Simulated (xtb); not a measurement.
xtb input (GFN1-xTB):

```bash
xtb mol.xyz --gfn 1 --sp --chrg 1 --uhf 0
```
mol.xyz:
```
4

Hf    -0.02992658    -0.00478108     0.01292903
H      1.38271578    -0.31531675     1.06872269
H      0.35885004     1.64030924    -0.57802080
H      0.41314789    -0.98075490    -1.42159222
```

End of the output:

```
         :::::::::::::::::::::::::::::::::::::::::::::::::::::
         ::                     SUMMARY                     ::
         :::::::::::::::::::::::::::::::::::::::::::::::::::::
         :: total energy              -2.302807937486 Eh    ::
         :: gradient norm              0.042314208137 Eh/a0 ::
         :: HOMO-LUMO gap              3.375732938543 eV    ::
         ::.................................................::
         :: SCC energy                -2.312901898818 Eh    ::
         :: -> electrostatic           0.218401338285 Eh    ::
         :: repulsion energy           0.010575651241 Eh    ::
         :: dispersion energy         -0.000481689909 Eh    ::
         :: halogen bond corr.         0.000000000000 Eh    ::
         :: add. restraining           0.000000000000 Eh    ::
         :: total charge               1.000000000000 e     ::
         :::::::::::::::::::::::::::::::::::::::::::::::::::::

           -------------------------------------------------
          |                Property Printout                |
           -------------------------------------------------

    * Orbital Energies and Occupations

         #    Occupation            Energy/Eh            Energy/eV
      -------------------------------------------------------------
         1        2.0000           -0.7725284             -21.0216
         2        2.0000           -0.6933645             -18.8674
         3        2.0000           -0.6933645             -18.8674 (HOMO)
         4                         -0.5693086             -15.4917 (LUMO)
         5                         -0.5686948             -15.4750
         6                         -0.5686948             -15.4750
         7                         -0.5635704             -15.3355
         8                         -0.5635704             -15.3355
         9                         -0.5466577             -14.8753
        10                         -0.2763021              -7.5186
        11                         -0.2720921              -7.4040
        12                         -0.2720921              -7.4040
        13                          0.0472570               1.2859
        14                          0.0472570               1.2859
        15                          0.3615087               9.8372
      -------------------------------------------------------------
                  HL-Gap            0.1240559 Eh            3.3757 eV
             Fermi-level           -0.6313366 Eh          -17.1795 eV

  Mulliken/CM5 charges         n(s)   n(p)   n(d)
     1Hf    1.34528  1.31974   0.952  1.600  0.103
     2H    -0.11509 -0.10658   1.115  0.000  0.000
     3H    -0.11509 -0.10658   1.115  0.000  0.000
     4H    -0.11509 -0.10658   1.115  0.000  0.000

Wiberg/Mayer (AO) data.
largest (>0.10) Wiberg bond orders for each atom

 ---------------------------------------------------------------------------
Note: The following floating-point exceptions are signalling: IEEE_DENORMAL
normal termination of xtb
     #   Z sym  total        # sym  WBO       # sym  WBO       # sym  WBO
 ---------------------------------------------------------------------------
     1  72 Hf   2.927 --     3 H    0.976     4 H    0.976     2 H    0.976
     2   1 H    0.985 --     1 Hf   0.976
     3   1 H    0.985 --     1 Hf   0.976
     4   1 H    0.985 --     1 Hf   0.976
 ---------------------------------------------------------------------------

Topologies differ in total number of bonds
Writing topology from bond orders to xtbtopo.mol

 dipole moment from electron density (au)
     X       Y       Z
  -2.3013  -0.3676   0.9942  total (Debye):    6.440

           -------------------------------------------------
          | TOTAL ENERGY               -2.302807937486 Eh   |
          | GRADIENT NORM               0.042314208137 Eh/α |
          | HOMO-LUMO GAP               3.375732938543 eV   |
           -------------------------------------------------

------------------------------------------------------------------------
------------------------------------------------------------------------
 total:
 SCF:
```

The spin state was set by rule; other spins were not relaxed.
